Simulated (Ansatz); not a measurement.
Calculated with Ansatz (gas phase, PBE0-D4/def2-TZVP geometries, no zero-point term in ΔE). CCSD(T)/CBS adds triple-zeta CCSD(T) − MP2 to the extrapolated MP2 energy (def2 sets, frozen cores). DFT in def2-TZVPP. B3LYP here is the variant with VWN-RPA as its local correlation; programs differ in this. def2 core potentials past Kr. For Sn, Te outer-core shells are correlated without core-valence functions, which leaves a few kJ/mol of doubt a bond. Each species was taken in one conformer, which may not be the lowest.

Consider the formal exchange of groups at the Si–Si bond: `[SiH3][SiH2][TeH]` + `[CH3][SnH2][Cl]` → `[SiH3][CH2][SnH2][Cl]` + `[SiH3][TeH]`.

`[SiH3][SiH2][TeH]`:

Z-matrix (Å, degrees):
```
Si
Si 1 2.337
H 1 1.487 2 109.8
H 1 1.487 2 110.0 3 120.1
H 1 1.487 2 109.8 3 -119.8
Te 2 2.500 1 106.5 3 60.0
H 2 1.487 1 110.6 3 -59.9
H 2 1.487 1 110.7 3 -180.0
H 6 1.658 2 92.2 1 -179.9
```

`[CH3][SnH2][Cl]`:

Cartesian coordinates in Å:
```
C -0.127 0.400 1.105
Sn 0.273 -0.198 -0.896
Cl -1.423 -1.714 -1.454
H -0.122 -0.477 1.750
H 0.633 1.105 1.445
H -1.107 0.875 1.150
H 0.142 1.070 -2.028
H 1.733 -1.061 -1.073
```

`[SiH3][CH2][SnH2][Cl]`:

```xyz
11

Si    0.628   -1.498    0.424
C     0.296   -0.144   -0.822
Sn   -0.604    1.610   -0.004
Cl   -2.658    0.920    0.878
H    -0.642   -1.977    1.023
H     1.322   -2.646   -0.221
H     1.501   -0.971    1.508
H     1.233    0.169   -1.294
H    -0.369   -0.502   -1.612
H     0.273    2.259    1.305
H    -0.981    2.780   -1.185
```

`[SiH3][TeH]`:

```xyz
6

Si    0.637   -0.099   -0.075
Te   -1.708   -0.670    0.554
H     1.147    1.047    0.717
H     1.424   -1.318    0.239
H     0.749    0.215   -1.521
H    -2.249    0.825    0.085
```

| level | ΔE (kcal/mol) | difference from CCSD(T)/CBS |
| --- | --- | --- |
| PBE-D4 | 4.1 | 3.2 |
| r2SCAN-D4 | 2.4 | 1.5 |
| PBE0-D4 | 3.3 | 2.4 |
| B3LYP-D4 | 1.8 | 0.9 |
| ωB97X-V | 1.3 | 0.4 |
| ωB97M-V | 0.0 | -0.9 |
| B2PLYP | 1.1 | 0.2 |
| PBE | 4.4 | 3.5 |
| r2SCAN | 2.5 | 1.6 |
| PBE0 | 3.5 | 2.6 |
| B3LYP | 2.2 | 1.3 |
| HF/def2-TZVPP | -0.3 | -1.2 |
| MP2/def2-TZVPP | -0.6 | -1.5 |
| SCS-MP2/def2-TZVPP | -0.8 | -1.7 |
| CCSD/def2-TZVPP | 0.5 | -0.4 |
| CCSD(T)/def2-TZVPP | 0.6 | -0.3 |
| HF/def2-QZVPP | -0.4 | -1.3 |
| MP2/def2-QZVPP | -0.6 | -1.5 |
| SCS-MP2/def2-QZVPP | -0.7 | -1.6 |
| HF/CBS(def2) | -0.5 | -1.4 |
| MP2/CBS(def2) | -0.4 | -1.3 |
| CCSD/CBS(def2) | 0.7 | -0.2 |
| CCSD(T)/CBS | 0.9 | 0 |

Largest T1 diagnostic among the species: 0.012.

From PBE to PBE0 (25 % exact exchange), in def2-TZVPP and without D4, ΔE moves by −0.9 kcal/mol.
